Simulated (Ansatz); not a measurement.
Species: BBr$_{2}$, charge -1, multiplicity 1. 
Structure (B3LYP-D3(BJ)/def2-TZVP (Ansatz, a program for electronic structure) minimum search):
```xyz
3

B      0.8106    -0.6308     0.6912
Br     1.1472     0.3573    -1.1777
Br    -1.2630    -0.2671     1.0790
```
Charge -1, spin multiplicity 1.

Basis-set convergence of Hartree-Fock and MP2 correlation energies (hartree) with Ansatz. Valence correlation only, unless marked. Spin-orbit coupling is left out. The frozen core is the preceding noble-gas configuration, with the filled d and f shells of earlier blocks. Non-relativistic. This anion needs diffuse functions, which these sets lack.

The Hartree-Fock reference is unstable (checked in the largest basis), which strains HF and MP2. 

```csv
basis,functions,E(HF),"E(corr, MP2)"
cc-pVDZ,68,-5169.48151,-0.30677
cc-pVTZ,116,-5169.64166,-0.41823
cc-pVQZ,191,?,?
```

**Question.** Fill in the missing entries.

**Answer.** 
- cc-pVQZ, E(HF): -5169.65024
- cc-pVQZ, E(corr, MP2): -0.46322
